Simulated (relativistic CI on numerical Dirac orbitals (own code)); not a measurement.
Nb3+: L-alpha,beta X-ray emission

Computed with this model: Dirac-Coulomb-Breit CI, orbitals from a KLI potential per configuration, model QED (radiative potential, 1s self-energy scaled to tabulated hydrogen-like ionisation energies), valence Slater integrals scaled by 0.8, multiplet model of X-ray emission after core ionisation; configurations [Kr] 4d2 → [He] 2s2 2p5 3s2 3p6 3d10 4s2 4p6 4d2 → [Ar] 3d9 4s2 4p6 4d2; 80 K; Lorentzian 1.4 eV and Gaussian 0.6 eV FWHM. Energies are those of the free ion, without screening or charge transfer. S is read from ⟨S²⟩ = S(S + 1).

Computed curve for free ion, scaled to 100 at the maximum (points under 2 are left out and the grid is thinned):

```tsv
Energy (eV)	Intensity
2161.2	2.1
2161.6	2.5
2162.0	3.1
2162.4	3.9
2162.8	5.0
2163.0	5.7
2163.4	7.3
2163.8	9.7
2164.2	13.0
2164.6	16.5
2165.0	18.7
2165.4	20.4
2165.8	23.8
2166.0	27.0
2166.4	37.8
2166.8	57.7
2167.2	85.0
2167.6	100.0
2168.0	84.8
2168.4	55.7
2168.8	33.6
2169.2	21.0
2169.4	17.1
2169.8	11.8
2170.2	8.6
2170.6	6.5
2171.0	5.1
2171.4	4.1
2171.8	3.4
2172.2	2.8
2172.4	2.6
2172.8	2.2
2251.2	2.0
2251.6	2.8
2252.0	3.1
2252.4	2.8
2252.8	2.2
2255.2	2.2
2255.4	2.4
2255.8	2.9
2256.2	3.7
2256.6	5.0
2257.0	7.1
2257.4	10.3
2257.8	15.1
2258.2	22.4
2258.6	33.4
2258.8	39.6
2259.2	48.0
2259.6	45.1
2260.0	34.5
2260.4	23.6
2260.8	15.5
2261.2	10.4
2261.6	7.2
2261.8	6.0
2262.2	4.4
2262.6	3.4
2263.0	2.6
2263.4	2.1
```

The ground state has S = 0.99, and the centroid lies at 2198.50 eV.
